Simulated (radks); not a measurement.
Values are calculated unless marked as measured or tabulated.
B I, configuration [He] 2s2 2p1.

Code: a radial shooting solver on a logarithmic mesh with Libxc functionals. Model: scalar-relativistic Kohn-Sham, LDA (Slater exchange, Perdew-Wang correlation), spin-polarised, spherical densities, finite nucleus; open shells are filled with parallel spins first; Fermi nuclear charge, rms radius 2.406 fm.

Energy parts (eV):
| part | energy |
|---|---|
| total | -662.866 |
| kinetic | 658.317 |
| electron-nucleus | -1538.703 |
| Hartree | 313.783 |
| exchange-correlation | -96.263 |

Orbitals (lengths in bohr, moments of r in powers of bohr; r(max) is where P^2 peaks):
[
 {"orbital": "1s up", "occ.": "1", "eigenvalue (eV)": "-178.6426", "r(max)": "0.2122", "<r^4>": "0.06039", "<r^2>": "0.1503"},
 {"orbital": "1s down", "occ.": "1", "eigenvalue (eV)": "-178.3032", "r(max)": "0.2120", "<r^4>": "0.05969", "<r^2>": "0.1496"},
 {"orbital": "2s up", "occ.": "1", "eigenvalue (eV)": "-9.8050", "r(max)": "1.512", "<r^4>": "40.61", "<r^2>": "4.581"},
 {"orbital": "2s down", "occ.": "1", "eigenvalue (eV)": "-8.6832", "r(max)": "1.530", "<r^4>": "46.07", "<r^2>": "4.829"},
 {"orbital": "2p up", "occ.": "1", "eigenvalue (eV)": "-4.0957", "r(max)": "1.541", "<r^4>": "98.88", "<r^2>": "6.433"},
 {"orbital": "2p down", "occ.": "0", "eigenvalue (eV)": "-3.0875", "r(max)": "1.598", "<r^4>": "141.2", "<r^2>": "7.503"},
 {"orbital": "3s up", "occ.": "0", "eigenvalue (eV)": "-0.1620", "r(max)": "6.894", "<r^4>": "37720", "<r^2>": "124.5"}
]

The highest occupied level is 2p up at -4.096 eV. The density falls to 0.001 e/bohr^3 at r = 3.91 bohr.
